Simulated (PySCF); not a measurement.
GeP under electron impact: the energy ladder

r²SCAN in PySCF with def2-TZVPPD on every atom, for the lowest determinant that a PBE0 search found; no spin–orbit coupling.

```json
{"species": "GeP", "state (unpaired electrons)": "doublet (π ↑)", "Re (Å)": "2.148", "ωe (cm⁻¹)": "493", "energy of the minimum from the neutral (eV)": "0.00", "De (eV)": "3.46", "dissociates to": "Ge + P"}
{"species": "GeP⁺", "state (unpaired electrons)": "triplet (π ↑↑)", "Re (Å)": "2.306", "ωe (cm⁻¹)": "392", "energy of the minimum from the neutral (eV)": "8.66", "De (eV)": "2.88", "dissociates to": "Ge⁺ + P"}
{"species": "GeP⁻", "state (unpaired electrons)": "singlet (closed shell)", "Re (Å)": "2.069", "ωe (cm⁻¹)": "550", "energy of the minimum from the neutral (eV)": "-2.73", "De (eV)": "5.06", "dissociates to": "Ge⁻ + P"}
```

Work out the lowest energy to break GeP into atoms, from its vibrational ground state.

D0 = De − ωe/2 = 3.46 − 0.03 = 3.43 eV (r²SCAN/def2-TZVPPD).

Work out the ionisation energy of the Ge atom at this level and the threshold of dissociative ionisation.

IE(Ge) = 8.66 + 2.88 − 3.46 = 8.08 eV, so Ge⁺ + P + e⁻ appears at D0 + IE(Ge) = 11.51 eV (r²SCAN/def2-TZVPPD). The measured IE(Ge) is 7.899 eV (NIST ASD).

Work out the electron affinity of the Ge atom and the threshold of dissociative attachment.

EA(Ge) = 3.46 − 5.06 − (-2.73) = 1.13 eV, so Ge⁻ + P needs D0 − EA(Ge) = 2.30 eV (r²SCAN/def2-TZVPPD). The measured EA(Ge) is 1.233 eV.

These are thermodynamic thresholds; the onsets seen under electron impact lie higher where the geometry changes, and cross-sections peak well above them.

Spin–orbit coupling is left out. For an ion De counts to the pair picked by the measured ionisation energies or electron affinities, which need not be the lowest pair at this level. States were picked by a PBE0 search and need not be the measured ground states.
